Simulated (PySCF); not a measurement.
Isomers of C7H12O2, mass 128.084 u with the commonest isotopes. Method: PBE0/pcSseg-1 in PySCF (dipole) on a GFN2-xTB geometry, gas phase. One conformer each, none proved a minimum here; rigid rotors.

Question: Order these by rotational constant A, largest first.
A. `[CH2:1]=[C:2]([CH3:3])[C:4](=[O:5])[O:6][CH:7]([CH3:8])[CH3:9]` with C1–C2–C4–O5 -1°, C2–C4–O6–C7 179°, C4–O6–C7–C8 -109° (isopropyl methacrylate)
B. `[CH3:1][CH2:2]/[CH:3]=[C:4](/[CH3:5])[CH2:6][C:7](=[O:8])[OH:9]` with C1–C2–C3–C4 -108°, C3–C4–C6–C7 -91°, C4–C6–C7–O8 -76°, C6–C7–O9–H -177°
C. `[CH3:1][CH2:2][CH2:3][C@H:4]1[CH2:5][C:6](=[O:7])[CH2:8][O:9]1` with C1–C2–C3–C4 178°, C2–C3–C4–C5 178°, C3–C4–C5–C6 148°, C4–C5–C6–O7 167°, C5–C6–C8–O9 -7°, C6–C8–O9–C4 26°

Answer: C (5231 MHz), A (2982 MHz), B (2268 MHz).

Question: Order these by out-of-plane moment Σ m c² = (Ia + Ib − Ic)/2, smallest first.
A. `[CH3:1][CH2:2][CH2:3][C@H:4]1[CH2:5][C:6](=[O:7])[CH2:8][O:9]1` with C1–C2–C3–C4 178°, C2–C3–C4–C5 178°, C3–C4–C5–C6 148°, C4–C5–C6–O7 167°, C5–C6–C8–O9 -7°, C6–C8–O9–C4 26°
B. `[CH2:1]=[C:2]([CH3:3])[C:4](=[O:5])[O:6][CH:7]([CH3:8])[CH3:9]` with C1–C2–C4–O5 -1°, C2–C4–O6–C7 179°, C4–O6–C7–C8 -109° (isopropyl methacrylate)
C. `[CH3:1][CH2:2]/[CH:3]=[C:4](/[CH3:5])[CH2:6][C:7](=[O:8])[OH:9]` with C1–C2–C3–C4 -108°, C3–C4–C6–C7 -91°, C4–C6–C7–O8 -76°, C6–C7–O9–H -177°

Answer: A (15.78 u·Å²), C (34.61 u·Å²), B (54.38 u·Å²).

Question: Order these by rotational constant B, smallest first.
A. `[CH3:1][CH2:2]/[CH:3]=[C:4](/[CH3:5])[CH2:6][C:7](=[O:8])[OH:9]` with C1–C2–C3–C4 -108°, C3–C4–C6–C7 -91°, C4–C6–C7–O8 -76°, C6–C7–O9–H -177°
B. `[CH3:1][CH2:2][CH2:3][C@H:4]1[CH2:5][C:6](=[O:7])[CH2:8][O:9]1` with C1–C2–C3–C4 178°, C2–C3–C4–C5 178°, C3–C4–C5–C6 148°, C4–C5–C6–O7 167°, C5–C6–C8–O9 -7°, C6–C8–O9–C4 26°
C. `[CH2:1]=[C:2]([CH3:3])[C:4](=[O:5])[O:6][CH:7]([CH3:8])[CH3:9]` with C1–C2–C4–O5 -1°, C2–C4–O6–C7 179°, C4–O6–C7–C8 -109°

Answer: B (744.3 MHz), C (957.5 MHz), A (1082 MHz).

| SMILES | point group | Ia (u·Å²) | Ib (u·Å²) | Ic (u·Å²) | κ | μa (D) | μb (D) | μc (D) |
| --- | --- | --- | --- | --- | --- | --- | --- | --- |
| CC/C=C(/C)CC(=O)O | C1 | 222.85 | 466.97 | 620.61 | -0.63 | 1.37 | 0.93 | 0.25 |
| CCC[C@H]1CC(=O)CO1 | C1 | 96.60 | 678.95 | 744.00 | -0.97 | 2.03 | 0.42 | 0.52 |
| C=C(C)C(=O)OC(C)C | near Cs | 169.46 | 527.78 | 588.48 | -0.91 | 0.63 | 1.92 | 0.22 |
